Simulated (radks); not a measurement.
Dispersion coefficients C6 (hartree bohr^6) between ground-configuration atoms and ions, from the Casimir-Polder integral (3/pi) of alpha_A(iw) alpha_B(iw). Calculated with a radial shooting solver on a logarithmic mesh with Libxc functionals: non-relativistic Kohn-Sham, PBE, spin-unpolarised, spherical densities, point nucleus. Response by self-consistent Sternheimer equations with the Hartree and adiabatic LDA kernel. For heavy and open-shell atoms this level of theory can miss by tens of per cent.

\begin{tabular}{lrrrrrr}
C6 & Ag2+ & Xe & O2+ & Ar & Sn+ & Te \\ \hline
Ag2+ & 30.47 &  &  &  &  &  \\
Xe & 89.83 & 309.3 &  &  &  &  \\
O2+ & 8.288 & 24.70 & 2.258 &  &  &  \\
Ar & 44.23 & 146.1 & 12.14 & 70.02 &  &  \\
Sn+ & 74.34 & 264.6 & 20.44 & 123.2 & 230.4 &  \\
Te & 104.4 & 377.2 & 28.76 & 175.2 & 328.6 & 469.6 \\
\end{tabular}

Static polarisabilities (bohr^3): Ag2+ ([Kr] 4d9) 5.955, Xe ([Xe]) 28.95, O2+ ([He] 2s2 2p2) 1.651, Ar ([Ar]) 11.99, Sn+ ([Kr] 4d10 5s2 5p1) 29.34, Te ([Kr] 4d10 5s2 5p4) 42.15. The combination rule 2 Ca Cb / ((alpha_b/alpha_a) Ca + (alpha_a/alpha_b) Cb) gives 24.40 for O2+-Xe, against 24.70 from the integral.
